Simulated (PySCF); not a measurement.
Species: C8H9B.
SMILES with atom numbers: `[BH2:1][CH2:2][CH:3]1[c:4]2[cH:5][cH:6][cH:7][cH:8][c:9]21` (hydrogens: H10, H11 on B1; H12, H13 on C2; H14 on C3; H15 on C5; H16 on C6; H17 on C7; H18 on C8)

A GFN2-xTB structure was refined with PBE0-D3(BJ)/def2-SVP geometry optimisation, gas phase in PySCF. Its GFN2-xTB values:

| coordinate | GFN2-xTB |
| --- | --- |
| B1–C2 | 1.543 Å |
| B1–H10 | 1.179 Å |
| C2–C3 | 1.508 Å |
| C2–H12 | 1.098 Å |
| C2–H13 | 1.108 Å |
| C3–C4 | 1.535 Å |
| C3–H14 | 1.083 Å |
| C4–C5 | 1.334 Å |
| C4–C9 | 1.407 Å |
| C5–C6 | 1.415 Å |
| C5–H15 | 1.074 Å |
| C6–C7 | 1.380 Å |
| C6–H16 | 1.077 Å |
| B1–C2–C3 | 116.2° |
| C2–C3–C4 | 121.3° |
| C2–C3–C9 | 119.7° |
| C3–C4–C5 | 171.2° |
| C4–C3–C9 | 54.8° |
| C4–C5–C6 | 111.5° |
| C5–C4–C9 | 126.2° |
| C5–C6–C7 | 123.8° |
| B1–C2–C3–C4 | 155° |

Problem. How do these coordinates change at the PBE0-D3(BJ)/def2-SVP level?

Solution. 
| coordinate | PBE0-D3(BJ)/def2-SVP (Å or °) | change |
| --- | --- | --- |
| C4–C9 | 1.354 | -0.053 |
| C4–C5 | 1.380 | +0.046 |
| C3–C4 | 1.497 | -0.038 |
| B1–H10 | 1.210 | +0.031 |
| C6–C7 | 1.402 | +0.022 |
| C3–H14 | 1.103 | +0.020 |
| C5–H15 | 1.093 | +0.019 |
| C6–H16 | 1.093 | +0.016 |
| B1–C2 | 1.554 | +0.011 |
| C2–H13 | 1.116 | +0.008 |
| C2–C3 | 1.516 | +0.008 |
| C5–C6 | 1.409 | -0.006 |
| C2–H12 | 1.103 | +0.005 |
| C2–C3–C9 | 121.8 | +2.1 |
| C5–C4–C9 | 124.2 | -2.0 |
| C4–C5–C6 | 113.5 | +2.0 |
| C5–C6–C7 | 122.3 | -1.5 |
| B1–C2–C3 | 117.6 | +1.4 |
| C2–C3–C4 | 122.6 | +1.3 |
| C3–C4–C5 | 172.4 | +1.2 |
| C4–C3–C9 | 53.8 | -1.0 |
| B1–C2–C3–C4 | 163 | +8 |

The energy falls by 0.239 eV over 14 energy and gradient evaluations, the largest force component goes from 0.0617 to 2.4e-04 Eh/bohr, and the atoms move by 0.109 Å rms after alignment. The bond that changes most is C4–C9 (both ends substituted aromatic carbon), which shortens by 0.053 Å. Bonds longer at the end by more than 0.005 Å: 13 of 19; shorter: 4. Among the dihedrals that turn most is H11–B1–C2–H12, from 135° to 149°. Rotational constants go from 4226, 1090, 923.4 to 4344, 1050, 899.4 MHz.

The run used 171 basis functions and 98 SCF cycles in all.

PBE0-D3(BJ)/def2-SVP frequencies: not computed here. One conformer, not necessarily the lowest.
